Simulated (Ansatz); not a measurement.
`C#C[SiH2]N` + H₂S → `N[SiH2]S` + `C#C` at 600 K and 1 bar (ligand exchange at the Si–C bond).

Calculated with Ansatz (gas phase, PBE0-D4/def2-TZVP geometries, no zero-point term in ΔE). CCSD(T)/CBS is the MP2 limit (def2-TZVPP, def2-QZVPP) plus CCSD(T) − MP2 in def2-TZVPP, frozen cores. This one scheme is used for every species. Each species was taken in one conformer, which may not be the lowest.

| species | CCSD(T)/CBS energy (Eh) | H − E (kJ/mol) | S (J/(mol·K)) |
| --- | --- | --- | --- |
| `C#C[SiH2]N` | -422.86577 | 217.8 | 395.6 |
| H₂S | -398.97279 | 60.8 | 230.9 |
| `N[SiH2]S` | -744.61970 | 188.2 | 388.3 |
| `C#C` | -77.22717 | 96.2 | 235.4 |

H − E and S are ideal-gas, rigid-rotor, harmonic terms from PBE0-D4/def2-TZVP, for one conformer and one mirror image of each species. 1 Eh = 2625.50 kJ/mol, R = 8.31446 J/(mol·K).

Problem. By hand: ΔE, ΔH, ΔS and ΔG.

Solution. ΔE = (-744.61970) + (-77.22717) − (-422.86577) − (-398.97279) = -0.00831 Eh = -21.8 kJ/mol. Δ(H − E) = 188.2 + 96.2 − 217.8 − 60.8 = 5.8, so ΔH = -16.0 kJ/mol. ΔS = 388.3 + 235.4 − 395.6 − 230.9 = -2.8 J/(mol·K). ΔG = -16.0 − 600 × (-2.8)/1000 = -14.3 kJ/mol.

Problem. By hand: the equilibrium constant, and the temperature at which ΔG would vanish if ΔH and ΔS stayed fixed.

Solution. log₁₀ K = −ΔG/(RT ln 10) = 1.2. ΔG = 0 at ΔH/ΔS = 5714 K, far beyond where these terms or the molecules hold.

The number of gas molecules stays the same, so ΔS is small and ΔH decides. A doubt of 5 kJ/mol in ΔE shifts log₁₀ K by 0.4 here. Other conformers and mirror images would add mixing entropy, several J/(mol·K) or more a flexible species. These are equilibria of isolated gas molecules and say nothing of rates. Largest T1 diagnostic: 0.013 (customary marks: 0.02 for closed shells, 0.045 for open ones).
